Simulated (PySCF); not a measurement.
Correlation energy of Sm⁴⁹⁺ (samarium, charge +49)

[Ne] 3s2 3p1, 2P determinant. Calculation: PySCF 2.14, in an uncontracted even-tempered set (18 s from 10 bohr⁻², ratio 2.5; 12 p from 14 bohr⁻², ratio 2.5; 4 d from 54 bohr⁻², ratio 2.7; 4 f from 80 bohr⁻², ratio 2.7); the spin-free X2C one-electron Hamiltonian (Gaussian nucleus). Frozen: 1s2; 11 electrons correlated; the 21 highest virtual orbitals of each spin left out.

MP2 pair energies summed by pair of shells (mhartree):

```
 pair   energy  share (%)
2p-2p  -214.87       43.7
3s-3s   -69.66       14.2
2s-2p   -62.50       12.7
2p-3s   -54.83       11.1
3s-3p   -40.10        8.2
2p-3p   -25.11        5.1
2s-2s   -11.25        2.3
2s-3s    -8.84        1.8
2s-3p    -4.70        1.0
```

Total MP2 correlation energy: -491.85 mhartree.

At this charge the one-electron X2C treatment keeps the bare 1/r₁₂, with no two-electron picture change or Breit term. The effect here is smaller than on the frozen 1s shell; and a scalar Hamiltonian misses the large spin-orbit splitting of the p shells, which matters for ns² → np² pairs.
